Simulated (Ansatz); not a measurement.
System: sum formula GeIF$_{3}$ (charge 0, singlet). SMILES: [Ge]([I])([F])([F])[F]
Geometry: optimised at B3LYP-D3(BJ)/def2-TZVP (Ansatz, a program for electronic structure).

Property: vertical electron affinity (to the doublet state of charge -1; a negative value means that the extra electron is unbound and the number depends on the basis; each state is the SCF solution reached for its spin; the molecule has degenerate orbitals, so one determinant may break the symmetry), in eV. Correlated levels leave the core frozen unless marked. Open shells are spin-unrestricted. Spin-orbit coupling is left out. Frozen are the shells of the preceding noble gas and the d and f shells that filled before the atom's block. Past Kr the def2 sets carry scalar-relativistic core potentials. Anions need diffuse functions: def2-D sets add few. CBS marks a two-point X^-3 extrapolation of the correlation energy; Hartree-Fock from the larger set.

```
level                                 program  vertical electron affinity (eV)
------------------------------------  -------  -------------------------------
HF/def2-SVPD                           Ansatz                            -0.16
SVWN5/def2-TZVPD                       Ansatz                             1.19
CAM-B3LYP/def2-TZVPD                   Ansatz                             0.89
wB97M-V/def2-TZVPD                     Ansatz                             0.71
wB97X-V/def2-TZVPD                     Ansatz                             0.61
RI-MP2/CBS(def2-TZVPPD,def2-QZVPPD)    Ansatz                             0.48
SCS-MP2/def2-SVPD                      Ansatz                             0.20
SCS-MP2/def2-QZVPPD                    Ansatz                             0.30
CCSD/def2-TZVPPD                       Ansatz                             0.32
CCSD(T)/CBS(def2-TZVPPD,def2-QZVPPD)   Ansatz                             0.51
```
